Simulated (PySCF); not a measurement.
Molecule: sum formula Si$_{2}$H$_{5}$Cl, charge 0, multiplicity 1. SMILES: [SiH3][SiH2]Cl
Geometry: optimised at B3LYP-D3(BJ)/def2-TZVP (Ansatz).

Dispersion corrections to the total energy (kcal/mol) from the dftd3 and dftd4 libraries through PySCF: D3(BJ) without and D4 with the three-body term, each with the damping fitted for the functional named.

```json
[
 {"functional": "B2PLYP", "D3(BJ)": "-4.04", "D4": "___"},
 {"functional": "BP86", "D3(BJ)": "___", "D4": "-5.67"},
 {"functional": "B3LYP", "D3(BJ)": "-7.93", "D4": "-6.65"},
 {"functional": "PBE", "D3(BJ)": "___", "D4": "-4.07"},
 {"functional": "HSE06", "D3(BJ)": "-3.24", "D4": "-3.28"},
 {"functional": "HF", "D3(BJ)": "-32.83", "D4": "-13.17"},
 {"functional": "LC-wPBE", "D3(BJ)": "-4.44", "D4": "-4.60"}
]
```

Question: Fill in the missing entries.

Answer: 
- B2PLYP, D4: -2.84
- BP86, D3(BJ): -7.70
- PBE, D3(BJ): -4.19
